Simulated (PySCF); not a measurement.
CH2O2, triplet, at a GFN2-xTB geometry (a higher spin typed on purpose: for a closed-shell molecule this is an excited state). Base run: R2SCAN/def2-SV(P) (PySCF).

The PySCF input:
```python
from pyscf import gto, scf, dft

mol = gto.Mole()
mol.atom = '''
    O     0.925012   -0.695889    0.132124
    C    -0.340510   -0.197161    0.155210
    O    -0.730364    0.993807   -0.111213
    H     1.469380   -0.326263   -0.588324
    H    -0.983495   -0.874114   -0.510223
'''
mol.basis = 'def2-sv(p)'
mol.charge = 0
mol.spin = 2
mol.verbose = 4
mol.build()

mf = dft.UKS(mol)
mf.xc = 'r2scan'
mf.kernel()
```

The base run was repeated with changes; each row names its change, and settings that it needs were set with it.

| change | ΔE vs base (mEh) | fitting functions | dipole (D) |
|---|---|---|---|
| base | 0.000 | - | 1.99 |
| auxbasis = even-tempered beta=3.0 | -0.516 | 258 | 1.99 |
| auxbasis = cc-pvdz-jkfit | -0.149 | 256 | 1.99 |
| auxbasis = autoaux | -0.242 | 351 | 1.99 |
| auxbasis = even-tempered beta=2.0 | -0.129 | 377 | 1.99 |
| auxbasis = def2-universal-jfit | -0.150 | 169 | 1.99 |
| auxbasis = default (with mf = mf.density_fit()) | -0.150 | 169 | 1.99 |
| auxbasis = cc-pvtz-ri | -0.192 | 303 | 1.99 |
| auxbasis = def2-svp-ri | -13.492 | 172 | 1.99 |
| auxbasis = def2-universal-jkfit | -0.058 | 265 | 1.99 |

A fitting set is made for a task (jfit for Coulomb, jkfit for Coulomb and exchange, ri for correlation) and for a family of orbital bases.

Open shells are given as the SCF converged; they aren't shown to be the lowest states, and a large step between rows can be another state.
